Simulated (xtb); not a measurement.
AgCl, charge -1, doublet, at a GFN2-xTB geometry (such geometries of metal compounds can be far from the true shape) (the multiplicity is a formal guess), atoms displaced at random by about 0.02 Å a coordinate. Base run: xtb 6.7.1 with GFN2-xTB.

Here is a job for xtb.
```
$ xtb mol.xyz --gfn 2 --chrg -1 --uhf 1 --opt --json

# file mol.xyz
2

Ag     0.00048545     0.00230922    -0.73510853
Cl    -0.00377965    -0.00921320     1.98698742
```

Variants of this job, named by their change:

| change | ΔE vs base (mEh) | optimiser steps |
|---|---|---|
| base | 0.000 | 1 |
| opt level = loose | 0.000 | 1 |
| opt level = lax | 0.000 | 1 |
| engine = inertial | 0.000 | - |
| engine = lbfgs | -0.002 | - |
| opt level = extreme | -0.004 | 4 |
| opt level = vtight | -0.004 | 4 |
| alpb = toluene | -78.637 | 4 |
| opt level = tight | 0.000 | 1 |
| opt level = sloppy | 0.000 | 1 |
